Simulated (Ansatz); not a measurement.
A made-up structure of BSiH4Br, singlet:

```csv
atom,x (Å),y (Å),z (Å)
B1,-0.8377,0.0669,-0.5732
Si2,0.5336,0.0986,0.3387
Br3,0.7950,-2.0440,0.9052
H4,-1.4577,-0.9928,-0.7926
H5,-1.0421,1.1717,-0.9129
H6,0.2879,1.0448,1.5871
H7,1.7210,0.6549,-0.5525
```

It is relaxed with PBE-D4/def2-SVP and then PBE0-D4/def2-TZVP (Ansatz 0.2.0). Atoms count as bonded within 1.22 times the sum of their covalent radii (H–H: 0.88 Å). The end point is not checked to be a true minimum.

Does its bonding change? (A judgement: the text doesn't fix the answer.)

By the calculation: No: no bond forms or breaks.

Where it ends: The first stage lowers the energy by 1.96 eV in 7 steps. It ends as BSiH₄Br ([BH2][SiH2][Br]):
```json
{"atom": "B1", "x (Å)": "-1.0184", "y (Å)": "0.1374", "z (Å)": "-0.7072"}
{"atom": "Si2", "x (Å)": "0.6370", "y (Å)": "0.0443", "z (Å)": "0.4181"}
{"atom": "Br3", "x (Å)": "1.1280", "y (Å)": "-2.0146", "z (Å)": "1.1224"}
{"atom": "H4", "x (Å)": "-1.6869", "y (Å)": "-0.8121", "z (Å)": "-0.9789"}
{"atom": "H5", "x (Å)": "-1.3501", "y (Å)": "1.2084", "z (Å)": "-1.1257"}
{"atom": "H6", "x (Å)": "0.4818", "y (Å)": "0.8990", "z (Å)": "1.6262"}
{"atom": "H7", "x (Å)": "1.8087", "y (Å)": "0.5377", "z (Å)": "-0.3549"}
```

Labels in which every atom is bracketed show which atoms are joined, not bond orders.

For scale, one of the runs: PBE0-D4/def2-TZVP relaxation, 140 basis functions, launched by `ansatz run in.yaml --threads 2 --pin off --events-out ev --progress --plain --max-ram 4352MiB`. The run took about 15 s on 2 CPU threads of an Intel Xeon Platinum 8259CL (shared host).
